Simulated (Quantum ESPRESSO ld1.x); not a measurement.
Q: Radial electron density D(r) = 4 pi r^2 rho(r) of an atom or ion with 8 electrons. Method: Dirac Kohn-Sham, LDA (Slater exchange, Perdew-Zunger correlation), spin-unpolarised, spherical densities, point nucleus; computed with ld1.x of Quantum ESPRESSO 7.5.

r (bohr),D(r) (e/bohr)
0.003749,0.6227
0.004542,0.8856
0.005548,1.270
0.006722,1.781
0.00821,2.510
0.009948,3.450
0.01215,4.739
0.01472,6.323
0.01798,8.363
0.02179,10.68
0.02661,13.36
0.03225,15.99
0.03938,18.45
0.04772,20.12
0.05829,20.71
0.07062,19.92
0.08626,17.81
0.1045,15.20
0.1277,12.93
0.1547,12.14
0.1889,13.10
0.2289,14.97
0.2796,16.26
0.3388,15.45
0.4138,12.17
0.5014,7.824
0.6124,3.789
0.742,1.397
0.9063,0.3388
1.098,0.05632
1.341,0.005038

What is the nuclear charge?

A: Z = 18. The innermost maximum, from 1s, lies near gamma/Z bohr with gamma = sqrt(1 - (Z/c)^2) = 0.991, here 0.0551 bohr (found: 0.0574), and its height grows with Z. The density is that of the argon ion Ar10+ in [He] 2s2 2p4; the configuration itself is not fixed sharply by these data, and Z only to about a unit. D(r) has 2 maxima, at r = 0.0574, 0.289 bohr, and minima at 0.153 bohr, inside which lie 2.23 electrons.
